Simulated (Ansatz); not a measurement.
Be₆⁺, relaxed as a doublet with UKS PBE0/def2-TZVP in Ansatz, starting from the GFN2-xTB geometry. Force threshold 0.02 eV/Å.

The structure comes from a short search, and lower isomers may exist.

Start:

```xyz
6

Be    0.969    1.289   -0.487
Be    1.587   -0.364    0.440
Be   -0.047    0.591    1.095
Be   -0.064   -1.523    0.502
Be   -0.985    0.935   -0.861
Be   -1.460   -0.927   -0.688
```

| step | energy (eV) | largest force component (eV/Å) | SCF passes |
| --- | --- | --- | --- |
| 1 | -2390.4256 | 1.261 | 49 |
| 2 | -2390.6335 | 0.490 | 35 |
| 3 | -2390.7955 | 0.428 | 37 |
| 4 | -2391.0220 | 0.676 | 40 |
| 5 | -2391.0989 | 0.523 | 37 |
| 6 | -2391.1475 | 0.336 | 44 |
| 7 | -2391.1768 | 0.125 | 37 |
| 8 | -2391.2362 | 0.413 | 44 |
| 9 | -2391.2696 | 0.430 | 42 |
| 10 | -2391.3023 | 0.123 | 38 |
| 11 | -2391.3031 | 0.144 | 36 |
| 12 | -2391.3043 | 0.017 | 35 |
| 13 | -2391.3044 | 0.009 | 27 |

Force components are those of the run's own axes.

End:

```csv
atom,x (Å),y (Å),z (Å)
Be1,1.003,0.925,-0.572
Be2,1.855,-0.241,0.833
Be3,0.184,0.818,1.221
Be4,0.025,-0.999,-0.046
Be5,-1.156,0.670,-0.486
Be6,-1.912,-1.173,-0.951
```

Bonds formed: Be1–Be4, Be4–Be5 (atoms count from 1). The end is the same structure that another start reached, the lowest one found.

The force fell under the threshold at step 12, but the optimiser went on. No frequencies were taken in this run, so the end may be a saddle point.

Run time 17 s (4 threads of Arm Neoverse V1 on a shared host).
